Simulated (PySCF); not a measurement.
Computed with B3LYP-D3(BJ)/def2-TZVP // TPSS-D3(BJ)/def2-SVP (PySCF). Isolated molecules, 0 K electronic values unless said otherwise. One relaxed conformer stands for a flexible species; it need not be the lowest. B3LYP has the VWN-RPA correlation part, as in Gaussian. 

Reference species: [Cd(OH)(F)] (neutral, multiplicity 1).

```
Quantity                                                       Result
------------------------------------------------------------  -------
charge on the central atom (Mulliken)                          0.97 e
mean distance from the central atom to its bonded neighbours  1.952 Å
```

Changed species: [Cd(OH)2] (Y = OH; the reference has Y = F).

Problem. What does the change do to the charge on the central atom (Mulliken) and mean distance from the central atom to its bonded neighbours?

Solution. the charge on the central atom (Mulliken) falls by 0.10 e, to 0.87 e; the mean distance from the central atom to its bonded neighbours rises by 0.024 Å, to 1.976 Å.
